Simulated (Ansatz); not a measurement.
`C[CH](C)[Ge][NH2]` → `[NH2][GeH]` + propene at 298.15 K and 1 bar (β-hydride elimination).

Isolated molecules relaxed with PBE0-D4/def2-TZVP in Ansatz; ΔE leaves out vibrations. CBS: MP2 limit from def2 TZ/QZ plus the TZ coupled-cluster correction, frozen cores. For Ge outer-core shells are correlated without core-valence functions, which leaves a few kJ/mol of doubt a bond. Scalar relativity is left out up to krypton. One conformer a species, not always the lowest.

```tsv
species	CCSD(T)/CBS energy (Eh)	H − E (kJ/mol)	S (J/(mol·K))
`C[CH](C)[Ge][NH2]`	-2250.39816	335.0	369.0
`[NH2][GeH]`	-2132.60664	96.5	259.1
`C=CC`	-117.74610	222.5	264.5
```

H − E and S are ideal-gas, rigid-rotor, harmonic terms from PBE0-D4/def2-TZVP, for one conformer and one mirror image of each species. 1 Eh = 2625.50 kJ/mol, R = 8.31446 J/(mol·K).

Task: By hand: ΔE, ΔH, ΔS and ΔG.

Result: ΔE = (-2132.60664) + (-117.74610) − (-2250.39816) = 0.04542 Eh = 119.3 kJ/mol. Δ(H − E) = 96.5 + 222.5 − 335.0 = -16.0, so ΔH = 103.3 kJ/mol. ΔS = 259.1 + 264.5 − 369.0 = 154.6 J/(mol·K). ΔG = 103.3 − 298.15 × (154.6)/1000 = 57.2 kJ/mol.

Task: By hand: the equilibrium constant, and the temperature at which ΔG would vanish if ΔH and ΔS stayed fixed.

Result: log₁₀ K = −ΔG/(RT ln 10) = -10.0. ΔG = 0 at ΔH/ΔS = 668 K.

The number of gas molecules changes by +1, which sets the sign of ΔS. A doubt of 5 kJ/mol in ΔE shifts log₁₀ K by 0.9 here. Other conformers and mirror images would add mixing entropy, several J/(mol·K) or more a flexible species. Modes under 60 cm⁻¹, often nearly free rotors, make the harmonic entropy too high. These are equilibria of isolated gas molecules and say nothing of rates. Largest T1 diagnostic: 0.015 (customary marks: 0.02 for closed shells, 0.045 for open ones).
